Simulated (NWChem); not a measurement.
System: C$_{4}$H$_{6}$O; SMILES C1=CCOC1

```xyz
11

C      0.0000    -0.6661     1.0385
C      0.0000     0.6661     1.0385
C      0.0000     1.1611    -0.3750
O      0.0000     0.0000    -1.1743
C      0.0000    -1.1611    -0.3750
H      0.0000    -1.3192     1.9130
H      0.0000     1.3192     1.9130
H      0.8892     1.7853    -0.5984
H     -0.8892     1.7853    -0.5984
H      0.8892    -1.7853    -0.5984
H     -0.8892    -1.7853    -0.5984
```
Atoms are numbered in this order, from 1.

Results from NWChem. Pople sets run with spherical d functions. Coordinates come from a PBE0/def2-SVP optimisation. B3LYP is NWChem's, with the RPA form of VWN correlation.

Order these runs by computing time, cheapest first, and give rough ratios: B3LYP/def2-SVP; B3LYP/def2-SVPD; B3LYP/STO-3G.

B3LYP/STO-3G (1), B3LYP/def2-SVP (3), B3LYP/def2-SVPD (10). Ratios are rough, from one shared machine; the cheapest took roughly 2.5 core-seconds. What differs between the cheapest and the dearest: highest occupied level (eV) -3.50 → -6.58; orbital gap (eV) 6.50 → 6.55; dipole (D) 1.29 → 1.62.
